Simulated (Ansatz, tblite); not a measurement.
Cost and result up the ladder for (NaI)2 ring (Na₂I₂) (4 atoms). Charge 0, multiplicity 1. Geometry: PBE0-D4/def2-SVP.

```xyz
4

Na   -1.007   -0.358   -1.358
I    -0.797    2.216    0.007
Na    1.007    0.358    1.358
I     0.797   -2.216   -0.007
```

Ansatz on 4 threads of Arm Neoverse V1 on a shared host; xTB runs through tblite on one thread. Times are rough, summed over both states, and most runs start from the orbitals of an earlier one. PBE0-D4/def2-TZVP serves as the yardstick here, not as an exact answer. The other state is a doublet.

In the def2 sets I takes a core potential; there is no spin–orbit coupling. The xTB rows come from tblite.

Raw xTB energies of ions are shifted by several eV.

| level | functions | wall time |
| --- | --- | --- |
| GFN1-xTB | 26 | 0.007 s |
| GFN2-xTB | 26 | 0.007 s |
| PBE-D4/def2-TZVP | 164 | 5.4 s |
| r2SCAN-D4/def2-TZVP | 164 | 11 s |
| PBE0-D4/def2-TZVP (with forces) | 164 | 15 s |

Estimate what each level gives for the vertical IE (eV).


```csv
level,vertical IE (eV),difference from PBE0-D4/def2-TZVP (eV)
GFN1-xTB,11.80,3.42
GFN2-xTB,12.86,4.48
PBE-D4/def2-TZVP,8.02,-0.35
r2SCAN-D4/def2-TZVP,8.20,-0.18
PBE0-D4/def2-TZVP (with forces),8.37,0.00
```
